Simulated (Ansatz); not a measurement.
`C[Si]Br` and `Cl[Si]Br` differ in one atom or group.

Ansatz, PBE0-D4/def2-TZVP geometries, multiplicity 1. 

Scalar relativity is left out up to krypton.

| property | `C[Si]Br` |
| --- | --- |
| HOMO energy (B3LYP/def2-TZVPP) / eV | -6.51 |
| ideal-gas entropy at 298 K and 1 bar (rigid rotor, harmonic PBE0-D4/def2-TZVP) / J/(mol·K) | 310 |
| HOMO–LUMO gap (ωB97M-V/def2-TZVPP) / eV | 8.09 |
| HOMO–LUMO gap (PBE0/def2-TZVPP) / eV | 4.05 |
| LUMO energy (ωB97M-V/def2-TZVPP) / eV | -0.66 |
| LUMO energy (B3LYP/def2-TZVPP) / eV | -2.80 |

(1) Give the same properties after the change, and the shifts. (An estimate is asked.)

## Answers

(1) Ansatz gave: 
| property | `Cl[Si]Br` | shift |
| --- | --- | --- |
| HOMO energy (B3LYP/def2-TZVPP) / eV | -7.44 | -0.93 |
| ideal-gas entropy at 298 K and 1 bar (rigid rotor, harmonic PBE0-D4/def2-TZVP) / J/(mol·K) | 299 | -11 |
| HOMO–LUMO gap (ωB97M-V/def2-TZVPP) / eV | 8.69 | 0.60 |
| HOMO–LUMO gap (PBE0/def2-TZVPP) / eV | 4.66 | 0.61 |
| LUMO energy (ωB97M-V/def2-TZVPP) / eV | -0.97 | -0.31 |
| LUMO energy (B3LYP/def2-TZVPP) / eV | -3.12 | -0.32 |

With PBE0 the HOMO falls by 0.95 eV and the LUMO falls by 0.34 eV, so the gap widens by about 0.61 eV. PBE moves the HOMO by -0.93 eV and ωB97M-V by -0.90 eV. The zero-point energy changes by -89.3 kJ/mol with -9 modes.

B3LYP here is the variant with VWN-RPA as its local correlation; programs differ in this.

Spin–orbit coupling is left out; it splits and shifts lone-pair levels of the heavy atoms by tenths of an eV.
